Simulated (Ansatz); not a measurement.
The same ligand exchange along the group F, Cl, Br.

Program: Ansatz. Geometries: PBE0-D4/def2-TZVP. ΔE: electronic, gas phase. CCSD(T)/CBS adds triple-zeta CCSD(T) − MP2 to the extrapolated MP2 energy (def2 sets, frozen cores). This one scheme is used for every species. For Br, Ge outer-core shells are correlated without core-valence functions, which leaves a few kJ/mol of doubt a bond. Scalar relativity is left out up to krypton. Each species was taken in one conformer, which may not be the lowest.

Question: Order these by ΔE at CCSD(T)/CBS, lowest first. (Best estimate.)
A. `[F][Ge][SH]` + CH₃OH → `C[O][Ge][SH]` + H–F
B. `[SH][Ge][Br]` + CH₃OH → `C[O][Ge][SH]` + HBr
C. `[SH][Ge][Cl]` + CH₃OH → `C[O][Ge][SH]` + HCl

Answer: A (+25.1 kJ/mol), C (+37.8 kJ/mol), B (+48.4 kJ/mol).

Largest T1 diagnostic: 0.015, for `C[O][Ge][SH]`.
